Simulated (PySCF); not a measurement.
**`S(C)[SiH2]N[SiH3]`, CH₉NSSi₂**

Geometry:
| atom | x (Å) | y (Å) | z (Å) |
| --- | --- | --- | --- |
| C1 | -3.110 | -0.044 | 0.234 |
| S2 | -1.660 | -0.770 | -0.582 |
| Si3 | -0.128 | 0.196 | 0.560 |
| N4 | 1.338 | -0.325 | -0.162 |
| Si5 | 2.960 | -0.008 | 0.360 |
| H6 | -3.096 | -0.294 | 1.290 |
| H7 | -3.101 | 1.033 | 0.101 |
| H8 | -3.989 | -0.471 | -0.237 |
| H9 | -0.300 | 1.644 | 0.442 |
| H10 | -0.268 | -0.220 | 1.956 |
| H11 | 1.242 | -0.995 | -0.909 |
| H12 | 3.436 | -1.074 | 1.246 |
| H13 | 2.893 | 1.258 | 1.084 |
| H14 | 3.783 | 0.068 | -0.845 |

The calculation used GIAO LC-wPBE/6-31++G** magnetisability, rotational g tensor and spin-rotation constants, non-relativistic, gas phase (PySCF). Geometry: GFN2-xTB.

Question: How diamagnetic is it, and how anisotropic?

Answer: Isotropic -1270 × 10⁻³⁰ J/T², or -76.5 × 10⁻⁶ cm³/mol; principal values -1377, -1234, -1201 × 10⁻³⁰ J/T², anisotropy 162 × 10⁻³⁰ J/T² (root of half the summed squared differences of the principal values). The susceptibility is in cgs units.

Question: Split it along the inertial axes a, b, c into diamagnetic and paramagnetic parts about the centre of mass, with the quadrupole moment.

Answer: 
| axis | χ (10⁻⁶ cm³/mol) | diamagnetic (10⁻⁶ cm³/mol) | paramagnetic (10⁻⁶ cm³/mol) | summed x² of all electrons (Å²) | quadrupole Θ (D Å) |
| --- | --- | --- | --- | --- | --- |
| a | -81.3 | -250.2 | 168.9 | 321.5 | +7.05 |
| b | -74.0 | -1446.9 | 1372.9 | 39.4 | -0.83 |
| c | -74.2 | -1531.1 | 1456.8 | 19.6 | -6.22 |

Anisotropies 2χaa − χbb − χcc = -14.3 and 2χbb − χaa − χcc = +7.5 × 10⁻⁶ cm³/mol. Θ is traceless in Buckingham's convention.

Question: And the rotational g tensor?

Answer: 
```tsv
axis	rotational constant (GHz)	g	nuclear part	electronic part
a	9.7690	-0.0868	0.6884	-0.7752
b	0.9024	-0.0091	0.5729	-0.5820
c	0.8468	-0.0072	0.5724	-0.5796
```
Asymmetric top; isotopes 12C, 1H, 14N, 32S, 28Si; no vibrational averaging.
